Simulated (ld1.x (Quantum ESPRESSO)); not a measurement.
Before and after: TM semilocal potential for boron

| Property | Result |
| --- | --- |
| Element | boron (B) |
| Generator | ld1.x (Quantum ESPRESSO) 7.5 |
| Type | norm-conserving Troullier–Martins (semilocal form) |
| Functional | PBE |
| Relativity | scalar-relativistic |
| Frozen core | [He] |
| Valence charge | 3 |
| Reference configuration | 2s2 2p0.75 (charge +0.25) |
| Partial waves | 2s (bound): rc 0.95 bohr; 3d channel at 0.45 Ry: rc 2.20 bohr; 2p (bound): rc 2.15 bohr |
| Local potential | the p channel |
| Core correction | none |

Change: wave 2p (bound): rc 2.15 bohr becomes 2p (bound): rc 2.94 bohr.

Cutoffs: the cutoffs (Ry, on a coarse ladder) from which the occupation-weighted sum of valence levels, in a spherical-Bessel basis at the reference potential, stays within 10 and 1 mRy of its value at 400 Ry; they do not see the model core or the augmentation charge, which bear on the density cutoff. Errors are all-electron minus pseudo energies relative to the spin-unpolarised reference configuration.

**Question.** How do hardness, ghosts and transferability respond?

**Answer.** The potential gets neither clearly harder nor softer (70 Ry and 160 Ry → 70 Ry and 160 Ry); the s channel sets the loose cutoff, while the largest relative change is in p, which becomes softer; of the 7 tests that both files solve, the error grows in 6 and shrinks in 1 by more than 15 % and 0.3 meV (median size 11.2 → 19.5 meV); neither file shows a bound ghost. A semilocal file is local in each channel, so a ghost entry of none says nothing of the separable form that plane-wave codes build from it.

```csv
quantity,base,changed
"cutoff, loose",70 Ry,70 Ry
"cutoff, tight",160 Ry,160 Ry
loose cutoff by channel (10 mRy a level),"s 60 Ry, p 18 Ry","s 60 Ry, p 12 Ry"
bound ghosts,none,none
"error for 2s2 2p1, meV [ΔE -1.16 eV]",+0.8,+1.5
"error for 2s2 2p0, meV [ΔE 7.06 eV]",+31,+60
"error for 2s1 2p0, meV [ΔE 32.48 eV]",+116,+222
"error for 2s0 2p3, meV [ΔE 10.56 eV]",+74,+19
"error for 2s1 2p1, meV [ΔE 13.20 eV]",-11,-52
"error for 2s2 2p0.5, meV [ΔE 1.72 eV]",+1.7,+3.6
"error for 2s2 2p1.3, meV [ΔE -1.90 eV]",+2.0,+3.1
```
